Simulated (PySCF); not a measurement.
C₈H₉O (doublet state).
Z-matrix (Å and degrees, GFN2-xTB geometry), rows numbered from 1:
```
O 
C   1  1.2024
C   2  1.4889  1  125.91
C   3  1.3148  2  108.48  1   179.12
C   4  1.4789  3  116.43  2    -0.70
C   5  1.5139  4  112.37  3  -118.25
C   6  1.4989  5  120.16  4   -91.32
C   7  1.4978  6   60.06  5  -109.00
C   2  1.5157  1  126.85  3  -179.57
H   3  1.0725  2  121.64  1    -1.04
H   5  1.0940  4  110.22  3   120.13
H   6  1.0835  5  113.08  4    53.68
H   7  1.0794  6  118.13  8   108.08
H   7  1.0789  6  118.29  8  -108.47
H   8  1.0791  6  118.35  7   108.39
H   8  1.0795  6  118.20  7  -107.88
H   9  1.0907  2  110.23  1   -56.83
H   9  1.0909  2  109.39  1    61.21
```

The hyperfine couplings belong to this conformer and change with its torsions.

The species is `O=C1C=[C][C@@H](C2CC2)C1` [radical].

Theory: UKS B3LYP, pcH-1 on C H O, non-relativistic, mean-field spin-orbit, GIAO in PySCF. The structure is a single GFN2-xTB conformer in the gas phase; no vibrational or solvent corrections. Couplings are sensitive to structure, and on GFN2-xTB geometries they can be far from those on DFT ones. Stability of the SCF solution: not tested.

Principal values of hyperfine tensors in MHz (contact and dipolar terms together), for some of the nuclei:

```tsv
atom	isotope	A1	A2	A3
C2	13C	69.66	70.12	85.46
H10	1H	35.51	37.18	53.37
C5	13C	19.01	19.40	41.62
H11	1H	6.35	8.61	26.05
C9	13C	3.83	5.81	25.25
C6	13C	6.13	6.53	9.76
C3	13C	-13.14	5.37	27.34
O1	17O	-21.46	3.05	11.64
```

Split each tensor into its isotropic and traceless parts, and turn a_iso into mT with g = 2.0024.

a_iso is a third of the trace, T = A − a_iso, and a(mT) = a(MHz)/(g × 13.996).

| atom | a_iso (MHz) | a_iso (mT) | T1 | T2 | T3 |
| --- | --- | --- | --- | --- | --- |
| C2 | 75.08 | 2.679 | -5.42 | -4.96 | 10.38 |
| H10 | 42.02 | 1.499 | -6.51 | -4.84 | 11.35 |
| C5 | 26.68 | 0.952 | -7.67 | -7.28 | 14.95 |
| H11 | 13.67 | 0.488 | -7.32 | -5.06 | 12.38 |
| C9 | 11.63 | 0.415 | -7.80 | -5.82 | 13.62 |
| C6 | 7.47 | 0.267 | -1.34 | -0.95 | 2.29 |
| C3 | 6.52 | 0.233 | -19.66 | -1.15 | 20.82 |
| O1 | -2.26 | -0.081 | -19.20 | 5.30 | 13.90 |

What spin density at the nucleus of C2 lies behind its contact coupling (g_N = 1.40482)?

a_FC = (2μ0/3) gₑ μB g_N μN ρ(0)/(2S·h) = 800.24 MHz × g_N × ρ(0)/(2S), with ρ in bohr⁻³. With a_FC = 75.08 MHz and 2S = 1, ρ(0) = 0.06679 bohr⁻³.

C4 (13C, g_N = 1.40482) isn't in the table. Its spin density at the nucleus is 0.3526 bohr⁻³. What is its contact coupling?

By the same relation, a_FC = 396.4 MHz. Its full tensor has the principal values 320.68, 339.51, 528.95 MHz.

Which nucleus of the table has the largest anisotropic coupling, and what is its form?

C3: -19.7, -1.2, 20.8 MHz, rhombic: the two smaller values differ by 89 % of the largest.

What first-order splitting does H10 cause when the field lies along A1, A2 or A3 of its tensor (g taken as isotropic, no quadrupole term)?

2 lines (I = 1/2), spaced by |A_i|/(g × 13.996): 1.27, 1.33, 1.90 mT along the axes of A1, A2 and A3.
